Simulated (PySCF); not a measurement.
Input of a response calculation (the driver script's job line, then coordinates in Å):

```
{"job": {"kind": "uv", "xc": "CAM-B3LYP", "basis": "def2-SVPD", "nstates": 8, "ntriplets": 3}, "charge": 0, "multiplicity": 1}
C     -2.277863    -0.477921     0.175424
As    -1.220706     1.040065    -0.517484
C      0.458349     0.055763    -0.763367
C      1.778332     0.813328    -0.548736
Si     1.514499    -0.612723     0.649147
H     -3.194642    -0.120758     0.642673
H     -1.707279    -1.057821     0.899279
H     -2.556040    -1.130620    -0.652302
H     -0.851323     1.553813     0.855317
H      0.435223    -0.528245    -1.682967
H      1.679665     1.829229    -0.182935
H      2.510726     0.746554    -1.343342
H      1.145879    -0.285173     2.018237
H      2.284502    -1.825963     0.428890
```

The program printed, after the SCF cycles:

```
converged SCF energy = -2644.6505468885

Static polarisability (au): isotropic 95.788, principal 79.102 95.842 112.421

Singlet excitations
state   eV       nm        f      main configurations
  1   5.5935    221.7   0.10213   H->L 0.71, H->L+2 0.20
  2   5.7555    215.4   0.10149   H->L+1 0.63, H->L 0.14, H->L+2 0.13
  3   6.0073    206.4   0.21795   H->L+2 0.58, H->L+1 0.17, H->L 0.10
  4   6.5478    189.4   0.02807   H->L+3 0.53, H->L+4 0.28
  5   6.6533    186.3   0.03420   H->L+5 0.52, H->L+4 0.12, H-1->L 0.10
  6   6.7203    184.5   0.01860   H->L+4 0.39, H->L+3 0.18, H-1->L 0.13
  7   6.9199    179.2   0.01310   H-1->L 0.36, H->L+5 0.28, H->L+6 0.14
  8   7.0330    176.3   0.00741   H-1->L+1 0.34, H->L+7 0.22, H-1->L 0.13

Triplet excitations (Tamm-Dancoff, eV): 4.6044 5.0394 5.2304
```

Computed, not measured: PySCF 2.14.0, density-fitted response routines, TDDFT CAM-B3LYP/def2-SVPD, vertical, gas phase, core orbitals frozen in the response. Geometry: GFN2-xTB, one conformer, isolated molecule. Relativistic effects, spin–orbit coupling among them, are left out although an element past zinc is present.

Question: Give the mean polarisability in Å³.

Answer: 95.79 au × 0.148185 = 14.19 Å³.

Question: How much of the mean polarisability do the listed states account for?

Answer: The sum over states Σ f/ΔE² (ΔE in hartree) gives 10.83 au, 11% of the total; the rest comes from higher roots of the same response equations.

Question: Give the energy of state 8 in hartree, cm⁻¹ and kJ/mol.

Answer: 0.25846 hartree, 56725 cm⁻¹, 678.6 kJ/mol.

Question: What is the gap between the lowest singlet and the lowest triplet?

Answer: 5.5935 − 4.6044 = 0.9891 eV (full response against Tamm–Dancoff).

Question: How many basis functions and electrons does this run hold?

Answer: 194 basis functions for 74 electrons in 37 doubly occupied orbitals.

Question: Which species is it?

Answer: `C[AsH][C@@H]1[SiH2]C1` (C3H9AsSi), point group C1.

H and L stand for HOMO and LUMO.

Without π bonds the low states are Rydberg-like; a valence basis with one diffuse set may place them up to an eV too high.
